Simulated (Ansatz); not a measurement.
Program: Ansatz. Geometries: PBE0-D4/def2-TZVP. ΔE: electronic, gas phase. CBS: MP2 limit from def2 TZ/QZ plus the TZ coupled-cluster correction, frozen cores. This one scheme is used for every species. Functionals use def2-TZVPP. Elements past krypton have def2 core potentials. For Sn outer-core shells are correlated without core-valence functions, which leaves a few kJ/mol of doubt a bond. Each species was taken in one conformer, which may not be the lowest.

Consider the ligand exchange at the Sn–F bond: `[F][Sn]([SH])([SH])[SH]` + H₂S → `[SH][Sn]([SH])([SH])[SH]` + H–F.

Problem. Is it downhill or uphill in electronic energy at CCSD(T)/CBS, and by how much? (Best estimate.)

Solution. The calculation gave: Downhill: ΔE = -11.3 kJ/mol.

Problem. What do these levels give: revPBE-D4, r2SCANh-D4, CAM-B3LYP-D4, ωB97X-V, B2PLYP, PBE, revPBE, RPA@PBE/def2-TZVPP, MP2/def2-SVP, CCSD(T)/def2-SVP, SCS-MP2/def2-QZVPP, MP2/CBS(def2)? (Best estimate.)

Solution. Computed: revPBE-D4 -9.8, r2SCANh-D4 -4.1, CAM-B3LYP-D4 4.5, ωB97X-V 2.9, B2PLYP 0.2, PBE -1.0, revPBE 1.5, RPA@PBE/def2-TZVPP -3.7, MP2/def2-SVP 1.0, CCSD(T)/def2-SVP 4.7, SCS-MP2/def2-QZVPP -9.6, MP2/CBS(def2) -21.8 kJ/mol.

Largest T1 diagnostic among the species: 0.013.

At CCSD(T), def2-SVP lies +16.0 kJ/mol from the extrapolated value and def2-TZVPP +1.8 kJ/mol. From PBE to PBE0 (25 % exact exchange), in def2-TZVPP and without D4, ΔE moves by −6.5 kJ/mol. Leaving LDA and LC-ωPBE aside and taking each functional with its dispersion term where it has one, the values, not all of them listed here, spread over 23.1 kJ/mol, from HSE06-D4 to B97M-V. LDA lies −8.4 kJ/mol from PBE without D4.
